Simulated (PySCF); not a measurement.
Cartesian coordinates (Å):
SMILES: C=BB=N
```xyz
7

C     -1.8096     0.0176     0.2305
B     -0.4317     0.0047     0.2602
B      1.1885    -0.0112     0.2955
N      2.4258    -0.0237     0.3224
H     -2.3769     0.7506    -0.3367
H     -2.4142    -0.7045     0.7724
H      3.4180    -0.0335     0.3442
```
Charge 0, multiplicity 1.

Question: Predict the HOMO–LUMO gap, HOMO and LUMO from PBE0-D3(BJ)/def2-TZVP (PySCF).

Answer: 
```json
{
 "HOMO–LUMO gap": "4.51 eV",
 "HOMO": "-6.90 eV",
 "LUMO": "-2.39 eV"
}
```
